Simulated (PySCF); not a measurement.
C$_{2}$H (SMILES [C-]#C), charge -1, singlet, geometry from GFN2-xTB (in this run its highest filled SCF level lies above zero, so its values depend strongly on the basis, on diffuse functions most of all). Base run: TPSS/6-31G** in PySCF.

Here is a job for PySCF.
```python
from pyscf import gto, scf, dft

mol = gto.Mole()
mol.atom = '''
    C    -0.000000   -0.000000   -0.479965
    C     0.000000    0.000000    0.746059
    H    -0.000000   -0.000000   -1.596566
'''
mol.basis = '6-31g**'
mol.charge = -1
mol.spin = 0
mol.verbose = 4
mol.build()

mf = dft.RKS(mol)
mf.xc = 'tpss'
mf.kernel()
mf.analyze()
```

The base run was repeated with changes; each row names its change, and settings that it needs were set with it.

| change | ΔE vs base (µEh) | SCF cycles | outcome |
|---|---|---|---|
| base | 0.0 | 9 | converged |
| diis = off (with mf.max_cycle = 100) | - | 100 | not converged |
| conv_tol = 1e-6 | 0.0 | 7 | converged |
| diis = off; damp = 0.6 (with mf.diis_start_cycle = 200; with mf.max_cycle = 150) | 0.0 | 21 | converged |
| diis_space = 12 | 0.0 | 9 | converged |
| DIIS = ADIIS | 0.0 | 23 | converged |
| conv_tol = 1e-11 | 0.0 | 10 | converged |
| damp = 0.5; diis_start_cycle = 5 | 0.0 | 12 | converged |
| solver = newton | 0.0 | - | converged |
| conv_tol = 1e-12 | 0.0 | 10 | converged |
| DIIS = EDIIS | - | 50 | not converged |
| init_guess = sap | 0.0 | 10 | converged |
| conv_tol_grad = 1e-3 | 0.0 | 9 | converged |
